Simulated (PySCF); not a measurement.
SMILES [Si](O)(OC)(C)OC (C3H10O3Si) (GFN2-xTB optimised geometry):

```
17

C     -1.765    -2.117     1.634
O     -0.529    -1.541     1.304
Si    -0.152    -0.651     0.000
C      1.741    -0.651     0.000
O     -0.834    -1.318    -1.319
O     -0.780     0.865     0.000
C     -0.524     1.886     0.924
H     -2.501    -1.345     1.872
H     -1.611    -2.755     2.505
H     -2.141    -2.715     0.803
H      2.141    -0.427     0.984
H      2.139    -1.613    -0.302
H      2.124     0.096    -0.690
H     -0.951    -0.786    -2.101
H      0.511     2.224     0.844
H     -0.702     1.544     1.946
H     -1.195     2.715     0.696
```

Method: PBE0/def2-SVP (PySCF).

**Question.** What are the frontier orbital energies and the dipole moment?

**Answer.** HOMO-2 -8.51 eV, HOMO-1 -7.99 eV, HOMO -7.89 eV, LUMO 1.54 eV, LUMO+1 2.16 eV; dipole moment 1.25 D.

On the same geometry PBE/def2-SVP run with PySCF gives HOMO-2 -6.84 eV, HOMO-1 -6.37 eV, HOMO -6.21 eV, LUMO 0.64 eV, LUMO+1 1.23 eV; dipole moment 1.16 D.

Meta-Löwdin charges at PBE0/def2-SVP: C1 -0.07, O2 -0.61, Si3 1.39, C4 -0.59, O5 -0.72, O6 -0.62, C7 -0.07, H8 0.09, H9 0.11, H10 0.10, H11 0.12, H12 0.12, H13 0.11, H14 0.34, H15 0.09, H16 0.09, H17 0.11.
